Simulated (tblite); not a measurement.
CH6BNS.
Atom-mapped SMILES: `[CH3:1][S:2][BH:3][NH2:4]` (hydrogens: H5, H6, H7 on C1; H8 on B3; H9, H10 on N4)

Structure used (GFN2-xTB), in Å, numbered top down from 1:
```xyz
10
CH6BNS angstrom
C      1.9309    0.1303    0.0766
S      0.4207   -0.3047    1.0062
B     -0.8560    0.0007   -0.2276
N     -2.1825   -0.2187    0.1010
H      2.7720   -0.0297    0.7428
H      1.8849    1.1727   -0.2224
H      2.0179   -0.5118   -0.7942
H     -0.5542    0.3816   -1.2914
H     -2.4771   -0.5447    1.0062
H     -2.9477   -0.0710   -0.5334
```

Computed with GFN2-xTB (tblite): harmonic, unscaled wavenumbers at the GFN2-xTB geometry, gas phase. Errors from tens to a few hundred cm⁻¹ against measured bands are possible. Modes of hydrogen on boron can be 10 to 20 % off. One conformer, not necessarily the lowest.

Harmonic wavenumbers (cm⁻¹): 96.9, 120.0, 199.0, 339.1, 486.1, 575.7, 669.3, 731.3, 781.7, 878.9, 942.9, 967.7, 1065.8, 1315.3, 1324.6, 1454.6, 1459.6, 1529.3, 2639.4, 3033.6, 3039.1, 3059.9, 3495.1, 3533.5.

A = 18739, B = 3170, C = 2759 MHz; mass 75.031 u (most abundant isotopes); point group Cs, symmetry number 1.

What is the zero-point energy?

½Σν̃ = 16869 cm⁻¹ = 201.80 kJ/mol.

What is S at 200 K and 1 bar for an ideal gas of classical rigid rotors and harmonic oscillators?

Translation 154.41, rotation 99.98, vibration 32.99: S = 287.4 J/(mol K).

And Cp and H(200 K) − H(0)?

Cp = 72.46 J/(mol K), of which vibrations give 39.20 (their classical limit is 24 R = 199.5); H(200 K) − H(0) = 10.47 kJ/mol without the zero-point energy, 3.82 from vibrations.

What must be added to the electronic energy to get the Gibbs energy at 200 K and 1 bar?

ZPE + [H(200 K) − H(0)] − T·S = 201.80 + 10.47 − 57.48 = 154.79 kJ/mol.

How do the functions run with temperature in this model?

| T (K) | S (J/(mol K)) | Cp (J/(mol K)) | H − H(0) (kJ/mol) | G − H(0) (kJ/mol) | ln q(vib) |
| --- | --- | --- | --- | --- | --- |
| 50 | 211.7 | 42.1 | 1.79 | -8.79 | 0.10 |
| 100 | 244.7 | 53.4 | 4.20 | -20.26 | 0.55 |
| 298.15 | 320.1 | 92.9 | 18.59 | -76.86 | 2.81 |
| 373.15 | 342.6 | 107.4 | 26.11 | -101.72 | 3.69 |
| 500 | 377.0 | 127.8 | 41.08 | -147.40 | 5.19 |
| 750 | 434.5 | 155.8 | 76.79 | -249.08 | 8.06 |
| 1000 | 482.0 | 174.7 | 118.23 | -363.81 | 10.72 |

q(vib) and H(0) count from the zero-point level.

Blend soft modes into free rotors: weight 1/[1 + (100 cm⁻¹/ν̃)⁴] for the oscillator and the rest for a rotor with moment μB/(μ + B), μ = h/(8π²ν), B = 10⁻⁴⁴ kg m². What vibrational entropy results?

32.45 J/(mol K) in place of 32.99, which changes −T·S at 200 K by +0.11 kJ/mol.

Which modes carry the vibrational entropy at 200 K?

96.9 cm⁻¹: 11.48; 120.0 cm⁻¹: 9.79; 199.0 cm⁻¹: 6.01; 339.1 cm⁻¹: 2.70; 486.1 cm⁻¹: 1.16; 575.7 cm⁻¹: 0.69 J/(mol K); the other 18 give 1.17 together.

Hindered rotation and anharmonicity are outside this model. Other conformers, if any are populated, would add a mixing term that is left out.

The run took 0.41 s wall on one thread of an Intel Xeon at 2.50 GHz, no GPU (shared host). The figure is for the frequency step alone.
